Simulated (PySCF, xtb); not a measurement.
C4H6OSe, SMILES C=C1[C@@H](OC1)[SeH].

GFN2-xTB (xtb 6.7.1) at its own geometry gives an orbital gap of 3.34 eV and a dipole moment of 2.51 D.

Coordinates come from a PBE0-D3(BJ)/def2-SVP optimisation. The structure was generated by enumeration; whether it is a known compound was not checked. One conformer was computed; it need not be the lowest.

Q: What does PBE0/def2-TZVP (PySCF) give? (An estimate is asked for; the answer gives what the named calculation found.)

A: gap 6.10 eV (levels -6.77 and -0.67 eV), dipole 1.77 D.
